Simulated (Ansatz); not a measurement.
Basis sets compared for pillar[5]arene methyl ether (C45H50O10). Total charge 0; singlet. Geometry PBE-D4/def2-SVP. Ansatz on 11 threads of AMD EPYC 7R13 on a shared host and a whole NVIDIA H100 80GB HBM3; times are rough, and most runs start from earlier orbitals.

Cartesian coordinates in Å:
```
C 0.875 -5.947 -1.015
O 1.665 -5.079 -0.234
C 1.054 -4.384 0.786
C -0.325 -4.456 1.063
C -0.906 -3.703 2.096
C -0.070 -2.861 2.868
O -0.696 -2.140 3.848
C 0.086 -1.287 4.650
C 1.309 -2.804 2.605
C 1.889 -3.561 1.573
C 3.369 -3.439 1.265
C 3.652 -2.241 0.380
C 3.469 -2.321 -1.010
C 3.674 -1.206 -1.841
O 3.475 -1.226 -3.203
C 3.078 -2.442 -3.796
C 4.106 0.020 -1.287
C 4.276 0.104 0.105
C 4.039 -1.002 0.940
O 4.160 -0.961 2.310
C 4.575 0.250 2.902
C 4.311 1.240 -2.163
C 3.087 2.134 -2.160
C 1.991 1.847 -2.992
C 0.826 2.630 -2.962
O -0.279 2.396 -3.735
C -0.253 1.298 -4.618
C 0.740 3.744 -2.093
C 1.835 4.028 -1.261
C 2.996 3.230 -1.275
O 4.081 3.448 -0.457
C 4.051 4.560 0.409
C -0.536 4.549 -2.035
C -1.655 3.789 -1.342
C -1.457 3.243 -0.063
C -2.461 2.508 0.588
O -2.325 1.974 1.842
C -1.028 1.850 2.382
C -3.692 2.262 -0.063
C -3.894 2.820 -1.335
C -2.901 3.583 -1.976
O -3.057 4.145 -3.218
C -4.254 3.902 -3.916
C -4.738 1.369 0.575
C -4.212 0.016 1.014
C -4.381 -0.433 2.332
C -3.828 -1.648 2.778
O -3.969 -2.124 4.056
C -4.657 -1.330 4.993
C -3.066 -2.439 1.890
C -2.909 -1.998 0.566
C -3.488 -0.800 0.115
O -3.383 -0.338 -1.170
C -2.385 -0.885 -2.002
C -2.394 -3.720 2.356
H 0.403 -6.750 -0.403
H 1.554 -6.415 -1.753
H 0.069 -5.405 -1.561
H -0.983 -5.106 0.470
H -0.610 -0.800 5.360
H 0.860 -1.843 5.227
H 0.599 -0.501 4.049
H 1.972 -2.150 3.188
H 3.712 -4.360 0.758
H 3.933 -3.333 2.211
H 3.136 -3.284 -1.421
H 2.096 -2.798 -3.407
H 2.985 -2.249 -4.882
H 3.828 -3.250 -3.637
H 4.581 1.074 0.519
H 5.583 0.565 2.549
H 4.618 0.071 3.993
H 3.861 1.082 2.699
H 4.524 0.912 -3.198
H 5.182 1.815 -1.795
H 2.072 0.974 -3.654
H 0.552 1.392 -5.382
H -0.112 0.332 -4.081
H -1.234 1.285 -5.130
H 1.758 4.895 -0.590
H 5.014 4.564 0.954
H 3.948 5.521 -0.145
H 3.220 4.494 1.150
H -0.872 4.809 -3.056
H -0.340 5.501 -1.497
H -0.478 3.390 0.415
H -1.131 1.254 3.309
H -0.577 2.838 2.639
H -0.339 1.317 1.687
H -4.846 2.607 -1.840
H -5.146 4.292 -3.374
H -4.168 4.429 -4.886
H -4.415 2.816 -4.111
H -5.566 1.238 -0.154
H -5.175 1.871 1.465
H -4.929 0.218 3.027
H -5.716 -1.149 4.697
H -4.646 -1.887 5.950
H -4.166 -0.341 5.148
H -2.299 -2.609 -0.114
H -2.368 -0.265 -2.919
H -1.379 -0.846 -1.524
H -2.601 -1.942 -2.287
H -2.843 -4.591 1.834
H -2.591 -3.844 3.437
```

Single mean-field runs in def2-SVP, def2-TZVP are fitted with def2-universal-jkfit.

Binding counts from free atoms (C triplet, O triplet, H doublet) in the same basis, without a counterpoise term.

```
                         level  functions  energy (Eh)  HOMO (eV)  LUMO (eV)  binding per atom (eV)  wall time
               PBE-D4/def2-SVP       1020   -2492.3828      -4.25      -1.04                   5.05        9 s
PBE0-D4/def2-SVP (with forces)       1020   -2492.5480      -5.28      -0.28                   4.94       13 s
```

(1) Estimate the rows for PBE-D4/def2-TZVP, PBE0-D4/def2-TZVP.

## Answers

(1) 
| level | functions | energy (Eh) | HOMO (eV) | LUMO (eV) | binding per atom (eV) | wall time |
| --- | --- | --- | --- | --- | --- | --- |
| PBE-D4/def2-TZVP | 2005 | -2495.0709 | -4.37 | -1.20 | 4.97 | 19 s |
| PBE0-D4/def2-TZVP | 2005 | -2495.2139 | -5.35 | -0.41 | 4.86 | 23 s |
